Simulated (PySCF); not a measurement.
## Electron correlation in Zr (zirconium, neutral)

[Kr] 4d1 5s2 5p1, one real determinant (an excited configuration). Computed with PySCF 2.14 in def2-TZVPPD with the def2 core potential (28 electrons), with scalar relativity through the core potential. Frozen: nothing; 12 electrons correlated.

```csv
level,correlation energy (mhartree)
CCSD,-280.15
(T),-19.39
CCSD(T),-299.54
```

Diagnostics: T1 = 0.10, D1 = 0.4749, largest double amplitude 0.233.

The real determinant used has ⟨L²⟩ near 8 against 12 for a pure F term, so it mixes terms. T1 exceeds 0.03, a sign that the reference determinant is poor. A double-excitation amplitude exceeds 0.15, a sign of near-degeneracy.

Cost of the coupled-cluster step: of the order of 21 core-seconds, for 12 correlated electrons.

The reference is one real determinant that mixes LS terms of this configuration.

The basis has no tight functions for the innermost shells, so their pair energies are far from complete.

This basis was not built for core-valence correlation, so the inner-shell part is incomplete.
